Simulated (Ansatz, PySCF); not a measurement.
Reaction (SMILES): OBO -> O[B]O + H atom (the B-H bond at the site shown breaks; other sites are not compared here)
Geometries: B3LYP-D3(BJ)/def2-TZVP minima from Ansatz (a program for electronic structure), one conformer each, not searched for the lowest.

Quantity: bond dissociation energy (electronic energy difference), in kJ/mol. Cores are frozen in the correlated levels unless marked. Open shells are spin-unrestricted. Spin-orbit coupling is left out. No relativistic terms. CBS(X,Y): correlation extrapolated as X^-3; Hartree-Fock from the larger set. The bracket is a focal-point correction in the basis named.

RI-MP2/CBS(aug-cc-pVTZ,aug-cc-pVQZ)+[CCSD(T)-MP2]/aug-cc-pVTZ (Ansatz) gives 493.8 kJ/mol.

Another calculation gave 464.7 kJ/mol. Which level was it?
A) TPSS/def2-TZVPD (PySCF)
B) SVWN5/def2-TZVPD (Ansatz)
C) r2SCAN/def2-TZVPD (Ansatz)
D) HF/def2-TZVPD (PySCF)

C, r2SCAN/def2-TZVPD (Ansatz). The others give 396.3 (HF), 481.5 (TPSS), 503.6 (SVWN5) kJ/mol.
